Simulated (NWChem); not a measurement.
System: C$_{4}$H$_{4}$F$_{2}$; SMILES C#CC(C)(F)F

NWChem input:

```
start job
memory heap 200 mb stack 900 mb global 1100 mb
geometry units angstroms noautosym nocenter noautoz
  C     -0.040368     2.370910     0.000000
  C     -0.056090     1.150625     0.000000
  C     -0.021770    -0.324117     0.000000
  C      1.380518    -0.905915     0.000000
  F     -0.704864    -0.787547    -1.104526
  F     -0.704864    -0.787547     1.104526
  H     -0.041873     3.452562     0.000000
  H      1.928913    -0.574817     0.901387
  H      1.299519    -2.009738     0.000000
  H      1.928913    -0.574817    -0.901387
end
basis spherical
  * library def2-svpd
end
dft
  xc m06-2x
  iterations 150
end
cosmo
  do_cosmo_smd true
  solvent water
end
task dft energy
```

NWChem printed, in part:

```
             Northwest Computational Chemistry Package (NWChem) 7.3.0
             --------------------------------------------------------

                             Geometry "geometry" -> ""
                             -------------------------

 Output coordinates in angstroms (scale by  1.889725989 to convert to a.u.)

  No.       Tag          Charge          X              Y              Z
 ---- ---------------- ---------- -------------- -------------- --------------
    1 C                    6.0000    -0.04036800     2.37091000     0.00000000
    2 C                    6.0000    -0.05609000     1.15062500     0.00000000
    3 C                    6.0000    -0.02177000    -0.32411700     0.00000000
    4 C                    6.0000     1.38051800    -0.90591500     0.00000000
    5 F                    9.0000    -0.70486400    -0.78754700    -1.10452600
    6 F                    9.0000    -0.70486400    -0.78754700     1.10452600
    7 H                    1.0000    -0.04187300     3.45256200     0.00000000
    8 H                    1.0000     1.92891300    -0.57481700     0.90138700
    9 H                    1.0000     1.29951900    -2.00973800     0.00000000
   10 H                    1.0000     1.92891300    -0.57481700    -0.90138700

 Effective nuclear repulsion energy (a.u.)     225.4647658734

                                 NWChem DFT Module
                                 -----------------

 Summary of "ao basis" -> "ao basis" (spherical)
 ------------------------------------------------------------------------------
       Tag                 Description            Shells   Functions and Types
 ---------------- ------------------------------  ------  ---------------------
 C                         def2-svpd                 8       20   4s2p2d
 F                         def2-svpd                 9       23   4s3p2d
 H                         def2-svpd                 4        8   2s2p

 in cosmo_initialize ...
 calling solv_data for solv:h2o

 solvent parameters
 solvname_short: h2o
 solvname_long:  water
 dielec:       78.4000
 dielecinf:     1.7769
 aqueous SMD model solvent descriptors
 dielec:       78.4000
 sola:          0.8200

          ---------------
          -cosmo- solvent
          ---------------
 Cosmo: York-Karplus, doi: 10.1021/jp992097l
 dielectric constant -eps-     =  78.40
 screen = (eps-1)/(eps    )    =   0.98724
 surface charge correction     = lagrangian

   van der Waals surface
 --------------------------

 ---------- ATOMIC COORDINATES (A.U.) ------------ VDWR(ANG.) --
     1   -0.07628446    4.48037024    0.00000000     1.850
     2   -0.10599473    2.17436597    0.00000000     1.850
     3   -0.04113933   -0.61249232    0.00000000     1.850
     4    2.60880074   -1.71193112    0.00000000     1.850
     5   -1.33199982   -1.48824803   -2.08725149     1.730
     6   -1.33199982   -1.48824803    2.08725149     1.730
     7   -0.07912850    6.52439614    0.00000000     1.200
     8    3.64511703   -1.08624662    1.70337444     1.200
     9    2.45573483   -3.79785413    0.00000000     1.200
    10    3.64511703   -1.08624662   -1.70337444     1.200
 number of segments per atom =        128
 number of   points per atom =        128
 atom (   nspa,  nppa )
 ----------------------
    1 (     76,     0 )       0
    2 (     50,     0 )       0
    3 (      6,     0 )       0
    4 (     52,     0 )       0
    5 (     79,     0 )       0
    6 (     79,     0 )       0
    7 (     48,     0 )       0
    8 (     54,     0 )       0
    9 (     56,     0 )       0
   10 (     54,     0 )       0
 number of -cosmo- surface points =      554
 molecular surface =    122.424 angstrom**2
 molecular volume  =     95.190 angstrom**3
 -lineq- algorithm             =   0
 -bem- low  level              =   3
 -bem- from -octahedral-
 gaussian surface charge width =   4.50000
 degree of switching           =   1.00000
 switching function tolerance  =   0.00010
 atomic radii =
 --------------
    1  6.000  1.850
    2  6.000  1.850
    3  6.000  1.850
    4  6.000  1.850
    5  9.000  1.730
    6  9.000  1.730
    7  1.000  1.200
    8  1.000  1.200
    9  1.000  1.200
   10  1.000  1.200
 ...... end of -cosmo- initialization ......

 nat:                    10
 ixmem:                  5529
 calling mnsol_interface()
 G(SMD-CDS) energy (kcal/mol)  =     5.293
 SMD-CDS SASA (angstrom**2)    =   144.626

            General Information
            -------------------
          SCF calculation type: DFT
          Wavefunction type:  closed shell.
          No. of atoms     :    10
          No. of electrons :    46
           Alpha electrons :    23
            Beta electrons :    23
          Charge           :     0
          Spin multiplicity:     1
          Use of symmetry is: off; symmetry adaption is: off
          Maximum number of iterations: 150
          AO basis - number of functions:   158
                     number of shells:    66
          Convergence on energy requested:  1.00D-06
          Convergence on density requested:  1.00D-05
          Convergence on gradient requested:  5.00D-04

              XC Information
              --------------
                       M06-2X Method XC Functional
                     Hartree-Fock (Exact) Exchange  0.540
                        M06-2X Exchange Functional  1.000
                      M06-2X Correlation Potential  1.000

             Grid Information
             ----------------
          Grid used for XC integration:  medium
          Radial quadrature: Mura-Knowles
          Angular quadrature: Lebedev.
          Tag              B.-S. Rad. Rad. Pts. Rad. Cut. Ang. Pts.
          ---              ---------- --------- --------- ---------
          C                   0.70       49          12.0       434
          F                   0.50       49          12.0       434
          H                   0.35       45          13.0       434
          Grid pruning is: on
          Number of quadrature shells:   474
          Spatial weights used:  Erf1

      Superposition of Atomic Density Guess
      -------------------------------------

 Sum of atomic energies:        -351.09180558

      Non-variational initial energy
      ------------------------------

 Total energy =    -353.725554
 1-e energy   =    -929.507293
 2-e energy   =     350.316973
 HOMO         =      -0.345052
 LUMO         =       0.026866

   convergence    iter        energy       DeltaE   RMS-Dens  Diis-err
 ---------------- ----- ----------------- --------- --------- ---------
     COSMO gas phase
 d= 0,ls=0.0,diis     1   -353.9258239115 -5.79D+02  2.48D-02  1.12D+00
 d= 0,ls=0.0,diis     2   -353.9374681073 -1.16D-02  6.87D-03  1.39D+00
 d= 0,ls=0.0,diis     3   -354.0551196600 -1.18D-01  1.77D-03  3.05D-02
 d= 0,ls=0.0,diis     4   -354.0565797697 -1.46D-03  1.02D-03  1.67D-02
 d= 0,ls=0.0,diis     5   -354.0585606148 -1.98D-03  2.09D-04  7.15D-04
  Resetting Diis
 d= 0,ls=0.0,diis     6   -354.0586328369 -7.22D-05  5.71D-05  3.57D-05
 d= 0,ls=0.0,diis     7   -354.0586371136 -4.28D-06  1.75D-05  7.23D-07
 d= 0,ls=0.0,diis     8   -354.0586371527 -3.91D-08  7.10D-06  6.13D-07

   convergence    iter        energy       DeltaE   RMS-Dens  Diis-err
 ---------------- ----- ----------------- --------- --------- ---------
     COSMO solvation phase
 d= 0,ls=0.0,diis     1   -354.0590619840 -4.25D-04  3.54D-03  4.30D-03
 d= 0,ls=0.0,diis     2   -354.0603633389 -1.30D-03  6.27D-04  1.15D-03
 d= 0,ls=0.0,diis     3   -354.0604418379 -7.85D-05  4.49D-04  6.62D-04
 d= 0,ls=0.0,diis     4   -354.0605240150 -8.22D-05  5.51D-05  4.24D-05
 d= 0,ls=0.0,diis     5   -354.0605287447 -4.73D-06  2.33D-05  5.37D-06
 d= 0,ls=0.0,diis     6   -354.0605292900 -5.45D-07  7.87D-06  3.19D-07

         Total DFT energy =     -354.060529289973
      One electron energy =     -933.262385437757
           Coulomb energy =      397.149701908674
    Exchange-Corr. energy =      -43.786953862224
 Nuclear repulsion energy =      225.464765873445

             COSMO energy =        0.374342227889

 Numeric. integr. density =       45.999996014505

                                COSMO-SMD solvation results
                                ---------------------------

             internal energy in gas <Psi(g)|H|Psi(g)> =      -354.058637152717
         internal energy in solvent <Psi(s)|H|Psi(s)> =      -354.056823404199
                               delta internal energy  =         0.001813748518 (    1.14 kcal/mol)
   total free energy in solvent <Psi(s)|H+V/2|Psi(s)> =      -354.068964095075
 polarization energy contribution <Psi(s)|V/2|Psi(s)> =        -0.012140690876 (   -7.62 kcal/mol)
    total free energy in solvent including G(SMD-CDS) =      -354.060529289973
                       G(SMD-CDS) energy contribution =         0.008434805101 (    5.29 kcal/mol)
     1 M fixed-concentration free energy of solvation =        -0.001892137257 (   -1.19 kcal/mol)

                       DFT Final Molecular Orbital Analysis
                       ------------------------------------

 Vector   21  Occ=2.000000D+00  E=-4.484179D-01
              MO Center=  1.8D-01, -5.5D-01,  2.9D-09, r^2= 2.4D+00
   Bfn.  Coefficient  Atom+Function         Bfn.  Coefficient  Atom+Function
  ----- ------------  ---------------      ----- ------------  ---------------
    65      0.322610   4 C  px               45     -0.263294   3 C  px
    85     -0.241032   5 F  px              108     -0.241032   6 F  px
    86      0.218464   5 F  py              109      0.218464   6 F  py
    46      0.199135   3 C  py               26     -0.171857   2 C  py
    88      0.166795   5 F  px              111      0.166795   6 F  px

 Vector   22  Occ=2.000000D+00  E=-3.749372D-01
              MO Center= -5.2D-02,  1.6D+00,  1.7D-10, r^2= 1.6D+00
   Bfn.  Coefficient  Atom+Function         Bfn.  Coefficient  Atom+Function
  ----- ------------  ---------------      ----- ------------  ---------------
    27      0.427437   2 C  pz                7      0.417353   1 C  pz
    30      0.265480   2 C  pz               10      0.174897   1 C  pz
    86     -0.100092   5 F  py              109      0.100092   6 F  py
    89      0.070186   5 F  py              112     -0.070186   6 F  py
    37      0.065651   2 C  d -1             50      0.063478   3 C  pz

 Vector   23  Occ=2.000000D+00  E=-3.695132D-01
              MO Center=  2.6D-02,  1.6D+00,  8.6D-11, r^2= 2.0D+00
   Bfn.  Coefficient  Atom+Function         Bfn.  Coefficient  Atom+Function
  ----- ------------  ---------------      ----- ------------  ---------------
     5      0.418336   1 C  px               25      0.410206   2 C  px
    28      0.261957   2 C  px               44     -0.197461   3 C  s
     8      0.182974   1 C  px               64      0.132061   4 C  s
    66     -0.114879   4 C  py              143      0.094168   9 H  s
    68      0.081929   4 C  px                3      0.080400   1 C  s

 Vector   24  Occ=0.000000D+00  E= 2.765063D-02
              MO Center= -2.4D-01,  6.9D-01,  8.1D-08, r^2= 9.2D+00
   Bfn.  Coefficient  Atom+Function         Bfn.  Coefficient  Atom+Function
  ----- ------------  ---------------      ----- ------------  ---------------
    44      4.803114   3 C  s               128     -2.081580   7 H  s
     4      2.063587   1 C  s                84     -1.984363   5 F  s
   107     -1.984363   6 F  s                63      1.501695   4 C  s
    43     -1.432449   3 C  s               136     -1.086824   8 H  s
   152     -1.086824  10 H  s                24      1.019189   2 C  s

 Vector   25  Occ=0.000000D+00  E= 2.973140D-02
              MO Center= -7.4D-02,  1.4D+00, -4.8D-08, r^2= 3.8D+00
   Bfn.  Coefficient  Atom+Function         Bfn.  Coefficient  Atom+Function
  ----- ------------  ---------------      ----- ------------  ---------------
    84     -0.406053   5 F  s               107      0.406052   6 F  s
     7      0.384889   1 C  pz               50     -0.358157   3 C  pz
    27     -0.338012   2 C  pz               93     -0.315297   5 F  pz
   116     -0.315297   6 F  pz               30     -0.305311   2 C  pz
    10      0.260245   1 C  pz               47     -0.228844   3 C  pz

 Vector   26  Occ=0.000000D+00  E= 4.228826D-02
              MO Center=  3.1D-01,  1.2D+00,  1.4D-08, r^2= 7.5D+00
   Bfn.  Coefficient  Atom+Function         Bfn.  Coefficient  Atom+Function
  ----- ------------  ---------------      ----- ------------  ---------------
     4      2.304680   1 C  s               128     -2.244530   7 H  s
    64      2.054960   4 C  s                63      1.262507   4 C  s
   136     -1.130407   8 H  s               152     -1.130407  10 H  s
   144     -0.875059   9 H  s                23     -0.718062   2 C  s
    20     -0.544980   1 C  d  2             24      0.534938   2 C  s

     Multipole analysis of the density
     ---------------------------------

     L   x y z        total         alpha         beta         nuclear
     -   - - -        -----         -----         ----         -------
     0   0 0 0     -0.000000    -23.000000    -23.000000     46.000000

     1   1 0 0      1.135380      0.566121      0.566121      0.003137
     1   0 1 0      0.689021      0.470780      0.470780     -0.252539
     1   0 0 1     -0.000000     -0.000000     -0.000000      0.000000

     2   2 0 0    -25.132855    -65.313529    -65.313529    105.494202
     2   1 1 0     -1.847066      5.155673      5.155673    -12.158412
     2   1 0 1     -0.000000     -0.000000     -0.000000      0.000000
     2   0 2 0    -18.600896   -143.232360   -143.232360    267.863823
     2   0 1 1      0.000000      0.000000      0.000000      0.000000
     2   0 0 2    -27.730198    -55.976152    -55.976152     84.222107
```

Level: M06-2X/def2-SVPD, SMD on the gas-phase geometry. Geometry: optimised at PBE-D3(BJ)/def2-SVP. Solvent: water.
